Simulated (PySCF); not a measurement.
C₄H₆OSi.
Bonds: Si1–C2, C2–C3 (aromatic), C3–C4 (aromatic), C4–C5 (aromatic), C5–O6 (aromatic), C2–O6 (aromatic). Hydrogens: H7, H8, H9 on Si1; H10 on C3; H11 on C4; H12 on C5.

The calculation used core-valence-separated Tamm–Dancoff BHandHLYP/aug-pcX-1 (pcseg-1 on H, def2-SVPD on Si) in PySCF, non-relativistic, gas phase, PBE0-D3(BJ)/def2-SVP geometry. Absolute energies from this functional tend to lie a few eV below measured edges; no shift was applied.

List the oxygen K-edge absorption lines.

| E (eV) | f | core hole on | main final orbital |
| --- | --- | --- | --- |
| 532.60 | 0.0318 | O6 | LUMO (87 %) |
| 535.49 | 0.0017 | O6 | LUMO+1 (39 %) |
| 536.19 | 0.0105 | O6 | spread |
| 536.49 | 0.0187 | O6 | LUMO+2 (39 %) |
| 536.60 | 0.0032 | O6 | spread (2 roots, f summed) |
| 536.93 | 0.0002 | O6 | LUMO+4 (62 %) |

The first line with a tenth or more of the strongest one's intensity is at 532.60 eV (f = 0.032), with the hole on O6 (furan-type oxygen). It is also the strongest listed.

List the carbon K-edge absorption lines.

| E (eV) | f | core hole on | main final orbital | polarisation |
| --- | --- | --- | --- | --- |
| 283.32 | 0.0534 | C3 | LUMO (58 %) | normal to the local trigonal plane |
| 283.69 | 0.0567 | C4 | LUMO (39 %) | normal to the local trigonal plane |
| 284.00 | 0.0554 | C2 | LUMO (72 %) | normal to the local trigonal plane |
| 284.25 | 0.0651 | C5 | LUMO (63 %) | normal to the local trigonal plane |
| 285.78 | 0.0093 | C4 | LUMO (55 %) | normal to the local trigonal plane |
| 285.86 | 0.0144 | C4 | LUMO+1 (63 %) | in the local trigonal plane |
| 285.99 | 0.0161 | C3 | LUMO+1 (52 %) | in the local trigonal plane |
| 286.33 | 0.0076 | C3 | LUMO (35 %) | normal to the local trigonal plane |
| 286.95 | 0.0281 | C2 | spread | in the local trigonal plane |
| 287.02 | 0.0004 | C4 | LUMO+2 (83 %) | – |
| 287.19 | 0.0019 | C4 | LUMO+3 (56 %) | in the local trigonal plane |
| 287.24 | 0.0006 | C3 | LUMO+2 (40 %) | – |
| 287.29 | 0.0202 | C5 | LUMO+1 (53 %) | in the local trigonal plane |
| 287.38 | 0.0028 | C3 | LUMO+3 (40 %) | in the local trigonal plane |
| 287.46 | 0.0010 | C4 | LUMO+6 (65 %) | – |
| 287.48 | 0.0036 | C3 | LUMO+6 (81 %) | normal to the local trigonal plane |
| 287.52 | 0.0043 | C3 | LUMO+4 (34 %) | in the local trigonal plane |
| 287.54 | 0.0115 | C2 | LUMO+7 (37 %) | in the local trigonal plane |
| 287.68 | 0.0031 | C4 | LUMO+7 (33 %) | in the local trigonal plane |

The first line with a tenth or more of the strongest one's intensity is at 283.32 eV (f = 0.053), with the hole on C3 (aromatic CH carbon), polarised normal to the local trigonal plane: a 1s→π* resonance. The strongest listed is at 284.25 eV (f = 0.065; C5, 1s→π*).

Roots within 0.03 eV whose holes lie on the same, on equivalent or on shared atoms are summed into one line, and the highest roots are left out, as the search may have cut off their partners. Final orbitals are the ground state's empty Kohn–Sham orbitals. A dash: too weak, shared between unlike atoms, or no plane or axis to refer to.

What are the wavelength and the wavenumber of the 536.49 eV line?

λ = 12398.42 eV Å/536.49 eV = 23.110 Å; 4.3271 × 10⁶ cm⁻¹.

The ionisation thresholds weren't computed; near and above them a finite basis only mimics Rydberg series and continuum.
